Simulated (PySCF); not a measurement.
# Correlation energy of Ag⁺ (silver, charge +1)

[Kr] 4d9 5s1, high-spin 3D determinant (an excited configuration). All numbers are calculated (PySCF 2.14, scalar relativity by spin-free X2C-1e, in ANO-RCC-VTZP (7s6p4d2f1g, 68 functions)). Frozen: [Ar] 3d10; 18 electrons correlated.

```tsv
level	correlation energy (mhartree)
CCSD	-521.60
(T)	-12.57
CCSD(T)	-534.17
```

Diagnostics: T1 = 0.0099, D1 = 0.0376, largest double amplitude 0.020.

Cost of the coupled-cluster step: about 7 core-seconds, for 18 correlated electrons.
